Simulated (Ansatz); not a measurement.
Ideal-gas functions of HI3Sn (`[I][SnH]([I])[I]`) at 500 K and 1 bar, from an Ansatz frequency run at PBE0-D4/def2-TZVP.

Molar mass 500.43 g/mol, point group C3v (symmetry number 3), electronic degeneracy 1, moments of inertia 1275.317, 1275.413, 2389.718 u Å². Harmonic wavenumbers (cm⁻¹, unscaled): 52, 52, 73, 182, 221, 221, 538, 538, 1953.

Use S(trans) = R[1.5 ln M + 2.5 ln T − 1.1517]; rotational temperatures θ = 24.2544 K / I; S(rot) = R[ln(√π/σ · √(T³/θAθBθC)) + 1.5]; for each mode x = 1.438777 ν̃/T, S = R[x/(eˣ − 1) − ln(1 − e⁻ˣ)] and H = RT x/(eˣ − 1); 1 cm⁻¹ = 0.0119627 kJ/mol; R = 8.31446 J/(mol·K).

Task: By hand: the entropy, in J/(mol·K).

Result: Translation 197.1. Rotation: θ = 0.019, 0.019, 0.0101 K, giving 137.7. Vibration, mode by mode: 24.12, 24.12, 21.30, 13.79, 12.22, 12.22, 5.46, 5.46, 0.20, in all 118.9. Electronic 0.0. Sum 453.7 J/(mol·K).

Task: By hand: H − E and G − E in kJ/mol, counted from the electronic energy.

Result: Zero-point energy ½ × 3830 × 0.0119627 = 22.9; thermal vibration 24.1; translation, rotation and pV give 4 RT = 16.6. H − E = 63.6 kJ/mol, and G − E = 63.6 − 500 × 453.7/1000 = -163.2 kJ/mol.

Vibration gives 26 % of the entropy, 69.5 J/(mol·K) of it from the modes under 150 cm⁻¹: soft modes count most, and the harmonic formula is weakest for them.
